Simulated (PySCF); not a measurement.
Re (SMILES [Re]), sextet (core potentials on Re). Base run: B3LYP/def2-TZVP in PySCF.

Here is a job for PySCF.
```python
from pyscf import gto, scf, dft

mol = gto.M(
    atom='''
Re    0.000000    0.000000    0.000000
''',
    basis='def2-tzvp',
    ecp={'Re': 'def2-tzvp'},
    charge=0,
    spin=5,
    verbose=3,
)

mf = dft.UKS(mol)
mf.xc = 'b3lyp'
mf.kernel()
mf.analyze()
```

Each row names what was changed in the base input (with any setting that the change needs).

```json
[
 {"change": "base", "basis functions": "40", "E (Eh)": "-78.20389", "HOMO (eV)": "-5.49"},
 {"change": "basis = x2c-TZVPall; relativity = spin-free X2C (without ecp={'Re': 'def2-tzvp'})", "basis functions": "81", "E (Eh)": "-16696.00726", "HOMO (eV)": "-5.61"},
 {"change": "basis = x2c-SVPall; relativity = spin-free X2C; nucleus = Gaussian (with nucmod='G'; without ecp={'Re': 'def2-tzvp'})", "basis functions": "66", "E (Eh)": "-16693.02131", "HOMO (eV)": "-5.61"},
 {"change": "basis = x2c-SVPall; relativity = spin-free X2C (without ecp={'Re': 'def2-tzvp'})", "basis functions": "66", "E (Eh)": "-16695.11045", "HOMO (eV)": "-5.62"},
 {"change": "basis = x2c-SVPall; relativity = none (without ecp={'Re': 'def2-tzvp'})", "basis functions": "66", "E (Eh)": "-14021.95027", "HOMO (eV)": "-2.53"},
 {"change": "basis = x2c-TZVPall; relativity = spin-free X2C; nucleus = Gaussian (with nucmod='G'; without ecp={'Re': 'def2-tzvp'})", "basis functions": "81", "E (Eh)": "-16693.84893", "HOMO (eV)": "-5.61"},
 {"change": "basis = x2c-TZVPall; relativity = none (without ecp={'Re': 'def2-tzvp'})", "basis functions": "81", "E (Eh)": "-15274.98668", "HOMO (eV)": "-4.04"},
 {"change": "basis = ANO-RCC-VDZP; relativity = spin-free X2C (without ecp={'Re': 'def2-tzvp'})", "basis functions": "68", "E (Eh)": "-16695.87937", "HOMO (eV)": "-5.52"},
 {"change": "basis = ANO-RCC-VDZP; relativity = spin-free X2C; nucleus = Gaussian (with nucmod='G'; without ecp={'Re': 'def2-tzvp'})", "basis functions": "68", "E (Eh)": "-16693.33759", "HOMO (eV)": "-5.52"},
 {"change": "basis = ANO-RCC-VDZP; relativity = none (without ecp={'Re': 'def2-tzvp'})", "basis functions": "68", "E (Eh)": "-13854.97750", "HOMO (eV)": "-0.52"}
]
```

Absolute energies of different levels of theory aren't comparable as measures of quality.

Open shells are given as the SCF converged; they aren't shown to be the lowest states, and a large step between rows can be another state.

Basis sets contracted for a relativistic Hamiltonian are a mismatch without it, so the rows without relativity aren't non-relativistic limits. No row has spin-orbit coupling; sets with core potentials leave out the core electrons.
